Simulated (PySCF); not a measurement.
# Excitation energy of Ta⁺ by level of theory

Ta⁺ [Xe] 4f14 5d3 6s1 (5F) → Ta⁺ [Xe] 4f14 5d2 6s2 (3F), as a difference of total energies. Computed with PySCF 2.14 in def2-QZVPPD with the def2 core potential (60 electrons), with scalar relativity through the core potential. Correlated levels: valence: 5s2 5p6 frozen. The calculations carry no spin-orbit coupling.

| method | excitation energy (cm⁻¹) | error (cm⁻¹) |
| --- | --- | --- |
| UHF | 11874 | +8419 |
| MP2 (valence) | 6671.0 | +3216 |
| SCS-MP2 (valence) | 2671.3 | -784 |
| CCSD (valence) | 5243.2 | +1788 |
| CCSD(T) (valence) | 4568.5 | +1113 |

Reference: 3455.5 cm⁻¹ (measured; NIST levels, between the centres of gravity of the two terms).

Errors of the correlated levels include the incompleteness of this basis and the frozen core.
